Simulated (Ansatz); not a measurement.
C2H6BFOSi can be A, `O[SiH]1CB(F)C1`, or B, `BO[SiH](F)C=C`.

Program: Ansatz. Geometries: PBE0-D4/def2-TZVP. ΔE: electronic, gas phase. CCSD(T)/CBS is the MP2 limit (def2-TZVPP, def2-QZVPP) plus CCSD(T) − MP2 in def2-TZVPP, frozen cores. DFT in def2-TZVPP. B3LYP here is the variant with VWN-RPA as its local correlation; programs differ in this. Each species was taken in one conformer, which may not be the lowest.

Task: Which isomer does CCSD(T)/CBS put lower? Give the gap. (Best estimate.)

Result: Computed: B, by 8.7 kcal/mol.

Task: Give E(B) − E(A) in kcal/mol with PBE-D4, B3LYP-D4, CCSD/def2-TZVPP, B3LYP, MP2/def2-TZVPP, B2PLYP, ωB97M-V. (Estimate.)

Result: Computed: PBE-D4 -0.1, B3LYP-D4 -10.8, CCSD/def2-TZVPP -9.8, B3LYP -11.5, MP2/def2-TZVPP -6.1, B2PLYP -10.5, ωB97M-V -5.1. None reverses the order clearly.

Largest T1 diagnostic: 0.013.

In def2-TZVPP, CCSD(T) changes the Hartree–Fock value by +12.0 kcal/mol (the triples alone add +1.0 kcal/mol) and MP2 by +14.7 kcal/mol.
